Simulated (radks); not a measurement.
Problem. The mean radii <r> (bohr) of the occupied orbitals of an atom or ion are listed with their occupations. All-electron calculation, scalar-relativistic Kohn-Sham, SCAN, spin-polarised, spherical densities, finite nucleus; meta-GGA in the generalised Kohn-Sham scheme; Fermi nuclear charge, rms radius of each element as measured or else 0.836 A^(1/3) + 0.57 fm. Program: a radial shooting solver on a logarithmic mesh with Libxc functionals.

orbital  occ.      <r>
1s up       1  0.02842
1s down     1  0.02842
2s up       1   0.1225
2s down     1   0.1225
2p up       3   0.1071
2p down     3   0.1071
3s up       1   0.3297
3s down     1   0.3296
3p up       3   0.3282
3p down     3   0.3281
3d up       5   0.3053
3d down     5   0.3052
4s up       1   0.7838
4s down     1   0.7839
4p up       3   0.8392
4p down     3   0.8397
4d up       5   0.9816
4d down     3   0.9834
5s up       1    2.008
5s down     1    2.028
5p up       3    2.371
5p down     1    2.433

Name the element and its charge. Open shells, if any, are filled with parallel spins first.

Solution. Z = 51, antimony, charge +1: Sb+ in [Kr] 4d8 5s2 5p4. The 1s radius gives Z: for a bare nucleus <r> = (2 gamma + 1)/(2Z) with gamma = sqrt(1 - (Z/c)^2), 0.028 bohr for Z = 51, and screening makes it slightly larger (0.02842 here). The occupations add up to 50, and the charge is Z minus that.
